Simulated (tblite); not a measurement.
Species: C₅H₇N₃O.
Numbering: `[CH2:1]=[N:2][C@H:3]([CH3:4])[c:5]1[n:6][cH:7][n:8][o:9]1` (hydrogens: H10, H11 on C1; H12 on C3; H13, H14, H15 on C4; H16 on C7)

Computed with GFN2-xTB (tblite), gas phase: Langevin dynamics at 300 K from the optimised GFN2-xTB geometry, time step 0.5 fs, friction 0.01 fs⁻¹, 2000 steps. The instantaneous temperature is 2·E(kin)/(3Nk) with all 3N coordinates.

| t (fs) | T (K) | E(pot) above start (eV) | C1=N2 (Å) | N2–C3 (Å) | C3–C4 (Å) | C3–C5 (Å) | C5–N6 (Å) | C1–H10 (Å) | C1–N2–C3–C4 (°) |
| --- | --- | --- | --- | --- | --- | --- | --- | --- | --- |
| 0 | 244 | 0.000 | 1.249 | 1.445 | 1.527 | 1.491 | 1.301 | 1.095 | -133 |
| 50 | 150 | 0.292 | 1.239 | 1.435 | 1.506 | 1.528 | 1.311 | 1.096 | -143 |
| 100 | 182 | 0.322 | 1.270 | 1.460 | 1.522 | 1.557 | 1.286 | 1.078 | -150 |
| 150 | 287 | 0.340 | 1.250 | 1.462 | 1.511 | 1.522 | 1.306 | 1.093 | -141 |
| 200 | 276 | 0.462 | 1.250 | 1.455 | 1.531 | 1.523 | 1.292 | 1.121 | -147 |
| 250 | 301 | 0.547 | 1.259 | 1.483 | 1.547 | 1.473 | 1.293 | 1.085 | -151 |
| 300 | 334 | 0.611 | 1.247 | 1.458 | 1.569 | 1.477 | 1.275 | 1.083 | -158 |
| 350 | 427 | 0.482 | 1.260 | 1.422 | 1.532 | 1.534 | 1.314 | 1.120 | -174 |
| 400 | 293 | 0.560 | 1.227 | 1.506 | 1.489 | 1.495 | 1.324 | 1.099 | -169 |
| 450 | 214 | 0.630 | 1.260 | 1.416 | 1.544 | 1.508 | 1.303 | 1.109 | -173 |
| 500 | 290 | 0.491 | 1.253 | 1.477 | 1.529 | 1.474 | 1.301 | 1.047 | -164 |
| 550 | 300 | 0.600 | 1.256 | 1.480 | 1.517 | 1.497 | 1.267 | 1.087 | -160 |
| 600 | 297 | 0.605 | 1.246 | 1.447 | 1.509 | 1.547 | 1.309 | 1.184 | -153 |
| 650 | 239 | 0.436 | 1.255 | 1.405 | 1.501 | 1.529 | 1.350 | 1.104 | -146 |
| 700 | 280 | 0.438 | 1.241 | 1.444 | 1.550 | 1.457 | 1.335 | 1.077 | -159 |
| 750 | 235 | 0.501 | 1.277 | 1.432 | 1.501 | 1.491 | 1.306 | 1.166 | -171 |
| 800 | 380 | 0.383 | 1.245 | 1.490 | 1.571 | 1.453 | 1.331 | 1.068 | -173 |
| 850 | 311 | 0.461 | 1.270 | 1.479 | 1.561 | 1.488 | 1.286 | 1.084 | 179 |
| 900 | 402 | 0.570 | 1.238 | 1.429 | 1.458 | 1.536 | 1.279 | 1.128 | 172 |
| 950 | 430 | 0.491 | 1.263 | 1.437 | 1.547 | 1.491 | 1.332 | 1.066 | 171 |
| 1000 | 258 | 0.555 | 1.230 | 1.413 | 1.570 | 1.508 | 1.298 | 1.109 | 165 |

Q: From 500 fs on, how do temperature and potential energy compare with equipartition?

A: The mean temperature of these 11 frames is 311 K against the target 300 K, and the mean potential energy 0.50 eV against 42 × kT/2 = 0.54 eV for 42 classical harmonic modes. For 16 atoms in a canonical ensemble the temperature itself scatters by T·√(2/(3N)) = 61 K; here its standard deviation is 62 K. The whole run lasts only 10 friction times of 100 fs, so these averages carry a wide statistical error.

Q: What are the kinetic and total energies of the listed frame with the highest potential energy?

A: The one at 450 fs, 0.630 eV above the start. Its kinetic energy is 3NkT/2 = 0.444 eV at 214 K, so the sum is 1.07 eV; over the listed frames the sum runs from 0.50 to 1.40 eV, since the thermostat adds and removes energy.

Q: How much do the listed bonds fluctuate from 500 fs on?

A: 
| bond | at the start (Å) | mean (Å) | standard deviation (Å) |
| --- | --- | --- | --- |
| C1=N2 | 1.249 | 1.252 | 0.013 |
| N2–C3 | 1.445 | 1.449 | 0.027 |
| C3–C4 | 1.527 | 1.529 | 0.034 |
| C3–C5 | 1.491 | 1.497 | 0.029 |
| C5–N6 | 1.301 | 1.308 | 0.025 |
| C1–H10 | 1.095 | 1.102 | 0.041 |

The motion is classical and holds no zero-point motion.

What follows is the cost of the whole dynamics run. Hardware: one thread, Intel Xeon Platinum 8488C (x86_64), on a shared host. Cost: 12 s of wall time, 0.18 GiB resident at most.
